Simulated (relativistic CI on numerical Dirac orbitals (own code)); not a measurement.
Calculated at this level of theory: Dirac-Coulomb-Breit CI, orbitals from a KLI potential per configuration, model QED, unscaled Slater integrals (own radial code, finite nucleus).

The strongest absorption lines from the ground level of an ion, among the configurations computed and to levels below about 13700 eV (vacuum wavelength in nm, gf): 0.09081 (0.24), 0.11643 (0.23), 0.11649 (0.3), 0.11688 (0.13), 0.11816 (1.1), 0.12105 (0.41), 0.78123 (0.33), 0.78231 (0.18).

Task: Which ion is it?
A. Hf LXVI
B. Dy LXII
C. Hf LXVIII
D. Pt LXXIV

Result: C. Hf LXVIII has 5 electrons and the ground level 2s²2p ²P°1/2; the strongest line goes to 2s²3d ²D3/2. The pattern of lines fixes the number of electrons, and along that sequence the line energies rise steadily with the charge (about as its square where n changes within one kind of shell, about linearly where n is kept but much faster in heavy ions where fine structure, which grows about as Z⁴, sets the gap, and irregularly where shells cross), which fixes Z. Configurations outside the model, such as inner-shell arrays, can give stronger lines. At this charge energies of transitions that change n are usually good to better than 1 %, and those within a shell (Δn = 0) to a few per cent.

LS names give the leading component of a level, which can be under half, so a name can repeat, a term be missing and a line seem to break the LS rules.
